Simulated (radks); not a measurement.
Spherical jellium clusters: N electrons in a uniform positive sphere of charge N and radius rs N^(1/3), rs = 3.81 bohr. Method: non-relativistic Kohn-Sham, LDA (Slater exchange, Perdew-Wang correlation), spin-polarised, spherical densities; computed with a radial shooting solver with Libxc functionals. Levels are named by radial order and angular momentum (1s, 1p, 1d, 2s, ...), and open shells are averaged over m.

N = 10, configuration 1s2 1p6 1d(up 2, down 0). This is the lowest configuration that the search found. Occupied and some empty levels:

level,occupation,eigenvalue (eV),<r> (bohr)
1s up,1,-5.0914,5.381
1s down,1,-4.8996,5.262
1p up,3,-3.8742,6.489
1p down,3,-3.6279,6.459
1d up,2,-2.3983,7.483
1d down,0,-2.1411,7.537
2s up,0,-1.8685,7.200
2s down,0,-1.7337,7.324
1f up,0,-0.82100,8.763
2p up,0,-0.63056,10.41
1f down,0,-0.59430,9.007
2p down,0,-0.52543,10.81

Energy (eV): total -17.1982, kinetic 18.889, external -388.00, Hartree 189.86, exchange-correlation -36.850, background 198.90.
